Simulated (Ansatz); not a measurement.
`OCBCl`, relaxed with RKS PBE-D4/def2-SVP in the Gaussian-basis code of Ansatz from a rough embedded geometry. The force threshold is 0.03 eV/Å; the program also tests the step.

The species carries charge 0 and has multiplicity 1.

Start:

```xyz
8

O     0.060   -1.384   -0.441
C     0.303   -0.386    0.410
B     0.094    1.014   -0.335
Cl   -1.528    1.509   -0.874
H    -0.959   -1.560   -0.488
H     1.355   -0.487    0.761
H    -0.353   -0.452    1.327
H     1.029    1.746   -0.359
```

```json
{"step": "1", "energy (eV)": "-16331.4491", "largest force (eV/Å)": "3.500", "largest move (Å)": "0.000"}
{"step": "2", "energy (eV)": "-16331.6872", "largest force (eV/Å)": "1.450", "largest move (Å)": "0.191"}
{"step": "3", "energy (eV)": "-16331.8154", "largest force (eV/Å)": "0.970", "largest move (Å)": "0.110"}
{"step": "4", "energy (eV)": "-16331.8616", "largest force (eV/Å)": "0.378", "largest move (Å)": "0.106"}
{"step": "5", "energy (eV)": "-16331.8844", "largest force (eV/Å)": "0.261", "largest move (Å)": "0.083"}
{"step": "6", "energy (eV)": "-16331.8953", "largest force (eV/Å)": "0.314", "largest move (Å)": "0.064"}
{"step": "7", "energy (eV)": "-16331.9147", "largest force (eV/Å)": "0.434", "largest move (Å)": "0.116"}
{"step": "8", "energy (eV)": "-16331.9512", "largest force (eV/Å)": "0.756", "largest move (Å)": "0.194"}
{"step": "9", "energy (eV)": "-16332.0096", "largest force (eV/Å)": "0.656", "largest move (Å)": "0.200"}
{"step": "10", "energy (eV)": "-16332.0350", "largest force (eV/Å)": "0.446", "largest move (Å)": "0.167"}
{"step": "11", "energy (eV)": "-16332.0413", "largest force (eV/Å)": "0.453", "largest move (Å)": "0.085"}
{"step": "12", "energy (eV)": "-16332.0572", "largest force (eV/Å)": "0.171", "largest move (Å)": "0.121"}
{"step": "13", "energy (eV)": "-16332.0596", "largest force (eV/Å)": "0.070", "largest move (Å)": "0.032"}
{"step": "14", "energy (eV)": "-16332.0603", "largest force (eV/Å)": "0.019", "largest move (Å)": "0.008"}
```

End:

```xyz
8

O    -0.406   -1.547   -0.046
C     0.314   -0.433    0.416
B     0.056    0.973   -0.205
Cl   -1.179    1.145   -1.456
H    -1.042   -1.216   -0.711
H     1.422   -0.606    0.336
H     0.180   -0.283    1.525
H     0.656    1.968    0.142
```

Run time 20 s (2 threads of an Arm Neoverse V1 on a shared host); peak host memory 0.14 GiB.
